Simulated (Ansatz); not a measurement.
A nudged elastic band was laid between two geometries of CH8AlBSSi2 (14 atoms, charge 0, multiplicity 1).

Method: RKS B3LYP-D4/def2-SVP in Ansatz.

```yaml
movable_images: 5
climbing_image: yes
spring: 5.0 eV/Å²
optimiser: quadratic models (default)
start_path: straight line
force_threshold: 0.05 eV/Å
iteration_limit: 42
end_points: relaxed
```

Image 0:

```xyz
14
Properties=species:S:1:pos:R:3
Si -1.324 -0.654 0.990
C -0.002 0.086 -0.127
Si 1.698 -0.594 0.308
B -0.070 1.665 -0.123
S -0.815 2.414 -1.623
Al -0.576 0.250 -1.988
H -2.685 -0.271 0.497
H -1.232 -2.144 0.981
H -1.193 -0.179 2.401
H 2.730 -0.015 -0.606
H 1.723 -2.079 0.148
H 2.082 -0.263 1.712
H 0.353 2.384 0.749
H -0.703 -0.630 -3.290
```

Image 6:

```xyz
14
Properties=species:S:1:pos:R:3
Si -1.318 -0.627 1.020
C 0.000 0.113 -0.102
Si 1.568 -0.926 -0.069
B 0.249 1.637 0.232
S -0.468 2.822 -0.972
Al -0.714 0.787 -1.791
H -1.545 -2.061 0.671
H -0.939 -0.544 2.462
H -2.612 0.103 0.838
H 2.578 -0.357 -1.015
H 1.278 -2.327 -0.496
H 2.178 -0.962 1.294
H 0.885 2.057 1.168
H -1.151 0.255 -3.210
```

Problem. Which bonds break or form, and what moves?

Solution. No bond is made or broken. The dihedral H8–Si1–C2–Si3 goes from -52 to 67°. The two ends are copies of one structure, up to a mirror image or an exchange of like atoms.

Problem. What energy profile does the band end with?

Solution. The forces met the threshold. The highest image is number 3 of 0 to 6, 1.3 kcal/mol above the ends, which have the same energy within 2 meV. Another band between the same ends (5 images) ends at a top of the same energy, where a vibrational analysis finds 1 clearly imaginary mode.

| image | path coordinate (Å) | energy (kcal/mol) | dihedral H8–Si1–C2–Si3 (°) |
| --- | --- | --- | --- |
| 0 | 0.00 | 0.0 | -52 |
| 1 | 0.80 | 0.3 | -33 |
| 2 | 1.59 | 0.9 | -12 |
| 3 | 2.39 | 1.3 | 8 |
| 4 | 3.18 | 1.0 | 28 |
| 5 | 3.97 | 0.3 | 48 |
| 6 | 4.77 | 0.0 | 67 |

Problem. What is the geometry of the highest image?

Solution. 
```xyz
14
Properties=species:S:1:pos:R:3
Si -1.318 -0.637 0.998
C 0.013 0.109 -0.120
Si 1.649 -0.782 0.119
B 0.076 1.676 0.071
S -0.706 2.648 -1.280
Al -0.646 0.532 -1.908
H -2.362 -1.346 0.192
H -0.732 -1.625 1.950
H -2.016 0.424 1.783
H 2.675 -0.244 -0.828
H 1.495 -2.242 -0.156
H 2.169 -0.619 1.509
H 0.613 2.259 0.982
H -0.924 -0.184 -3.284
```

The band took 8 iterations and about 6 core-minutes.

The run took 3.3 min on 2 threads of Intel(R) Xeon(R) Platinum 8488C (Sapphire Rapids), with other jobs on the host, peak memory 0.4 GiB.
